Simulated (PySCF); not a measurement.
Electron correlation in I (iodine, neutral)

[Kr] 4d10 5s2 5p5, 2P determinant. Calculation: PySCF 2.14, in cc-pVDZ-PP with ECP28MDF; scalar relativity through the core potential. Frozen: 4s2 4p6 4d10; 7 electrons correlated.

MP2 pair energies summed by pair of shells (mhartree):

```csv
pair,energy,share (%)
5p-5p,-51.70,66.8
5s-5p,-21.25,27.5
5s-5s,-4.40,5.7
```

Total MP2 correlation energy: -77.35 mhartree.

Same-spin part -19.92 and opposite-spin part -57.43 mhartree; SCS-MP2 scales them by 1/3 and 6/5 to -75.56 mhartree.

```tsv
level	correlation energy (mhartree)
CCSD	-89.78
(T)	-0.74
CCSD(T)	-90.52
```

Diagnostics: T1 = 0.0056, D1 = 0.0184, largest double amplitude 0.050.

Cost of the coupled-cluster step: 0.08 s of wall time on 1 thread of Neoverse-V2 (shared host), for 7 correlated electrons.

Iterations:

```
CC2 = 0
CCSD nocc = (np.int64(4), np.int64(3)), nmo = (14, 14)
frozen orbitals [[0, 1, 2, 3, 4, 5, 6, 7, 8], [0, 1, 2, 3, 4, 5, 6, 7, 8]]
max_cycle = 100
direct = 0
conv_tol = 1e-08
conv_tol_normt = 1e-06
diis_space = 8
diis_start_cycle = 0
Init t2, MP2 energy = -0.0773535819000827
Init E_corr(UCCSD) = -0.0773535819001115
cycle = 1  E_corr(UCCSD) = -0.0872642875568276  dE = -0.00991070566  norm(t1,t2) = 0.032551
cycle = 2  E_corr(UCCSD) = -0.0890488030406765  dE = -0.00178451548  norm(t1,t2) = 0.00980091
cycle = 3  E_corr(UCCSD) = -0.089790834809751  dE = -0.000742031769  norm(t1,t2) = 0.00363149
cycle = 4  E_corr(UCCSD) = -0.0897781165477891  dE = 1.2718262e-05  norm(t1,t2) = 0.000306339
cycle = 5  E_corr(UCCSD) = -0.0897796237421999  dE = -1.50719441e-06  norm(t1,t2) = 6.96089e-05
cycle = 6  E_corr(UCCSD) = -0.0897794118521266  dE = 2.11890073e-07  norm(t1,t2) = 1.2427e-05
cycle = 7  E_corr(UCCSD) = -0.08977946790938  dE = -5.60572535e-08  norm(t1,t2) = 2.76123e-06
cycle = 8  E_corr(UCCSD) = -0.0897794552779683  dE = 1.26314117e-08  norm(t1,t2) = 4.83232e-07
cycle = 9  E_corr(UCCSD) = -0.089779456672447  dE = -1.39447869e-09  norm(t1,t2) = 7.107e-08
UCCSD converged
E(UCCSD) = -294.7425406670218  E_corr = -0.08977945667244698
UCCSD(T) correction = -0.00073501509506916
```
